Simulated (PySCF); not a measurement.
Polarisability and C₆ of Co (cobalt, neutral)

[Ar] 3d7 4s2, high-spin 4F determinant. Calculation: PySCF 2.14, in aug-cc-pVQZ (9s8p6d4f3g2h, 140 functions); the non-relativistic Hamiltonian (point nucleus). Coupled (time-dependent) response in atomic units; α is the mean over directions.

```
method  mean α (bohr³)  C₆ (like pair)  S(−4)
   PBE           55.44           473.1   1637
```

S(−4) is the Cauchy moment in α(ω) = α(0) + S(−4) ω² + …

Reference α: 55 ± 4 bohr³ (recommended; Schwerdtfeger and Nagle, table of static dipole polarizabilities (2023 update)). Published C₆: 408.0 (Chu and Dalgarno (2004); Tang, Norbeck and Certain (1976)).

α(iu) at PBE:

```csv
u (hartree),α(iu) (bohr³)
0,55.44
0.0500,51.68
0.100,43.30
0.200,27.37
0.300,17.88
0.500,9.430
0.750,5.528
1.00,3.788
1.50,2.231
2.00,1.529
3.00,0.8816
5.00,0.4191
```

A single London oscillator, α(iu) = α/(1 + u²/ω²), gives C₆ = (3/4) ω α². Matching the computed C₆ needs ω = 4 × 473.1 / (3 × 55.44²) = 0.205 hartree.
